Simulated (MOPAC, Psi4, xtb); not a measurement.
Intermolecular potential of H6B3N3 ··· H3O+ (SMILES B1NBNBN1 and [OH3+]) (charge +1). Monomers: optimised at B3LYP-D3(BJ) (def2-TZVP), held rigid. Orientation: lowest of the rigid-body minima from ten starts at GFN2-xTB. R is the distance of the centres of mass, along which the second monomer moves.

Levels of theory: AM1, restricted, heats of formation (MOPAC); GFN1-xTB (xtb); PM3, restricted, heats of formation (MOPAC); SAPT0/jun-cc-pVDZ, frozen core (Psi4).

Interaction energies in kJ/mol; the last columns give the difference from SAPT0:

| R / Å | AM1 | GFN1-xTB | PM3 | SAPT0/jun-cc-pVDZ | AM1 − SAPT0/jun-cc-pVDZ | GFN1-xTB − SAPT0/jun-cc-pVDZ | PM3 − SAPT0/jun-cc-pVDZ |
|---|---|---|---|---|---|---|---|
| 2.47 | 65.63 | -75.31 | 107.19 | -4.36 | 69.98 | -70.96 | 111.54 |
| 2.68 | -3.88 | -103.98 | 21.87 | -57.63 | 53.75 | -46.34 | 79.51 |
| 2.86 | -33.10 | -104.67 | -26.12 | -74.50 | 41.40 | -30.16 | 48.38 |
| 3.03 | -42.41 | -96.68 | -45.43 | -77.12 | 34.71 | -19.56 | 31.69 |
| 3.26 | -39.16 | -81.60 | -42.46 | -70.82 | 31.66 | -10.78 | 28.36 |
| 3.55 | -29.53 | -62.96 | -30.88 | -57.80 | 28.27 | -5.17 | 26.92 |
| 3.86 | -22.88 | -46.09 | -22.28 | -44.19 | 21.31 | -1.91 | 21.91 |
| 4.34 | -15.60 | -26.51 | -12.06 | -28.23 | 12.63 | 1.72 | 16.16 |
| 5.05 | -9.61 | -11.66 | -5.81 | -15.20 | 5.59 | 3.55 | 9.39 |
| 6.09 | -5.54 | -6.32 | -2.89 | -7.29 | 1.75 | 0.96 | 4.40 |
| 7.36 | -3.10 | -5.97 | -1.52 | -3.64 | 0.54 | -2.33 | 2.12 |

AM1 is furthest from SAPT0/jun-cc-pVDZ at 2.47 (69.98 kJ/mol, above); its mean absolute difference over the points is 27.42 kJ/mol.

GFN1-xTB is furthest from SAPT0/jun-cc-pVDZ at 2.47 (-70.96 kJ/mol, below); its mean absolute difference over the points is 17.58 kJ/mol.

PM3 is furthest from SAPT0/jun-cc-pVDZ at 2.47 (111.54 kJ/mol, above); its mean absolute difference over the points is 34.58 kJ/mol.
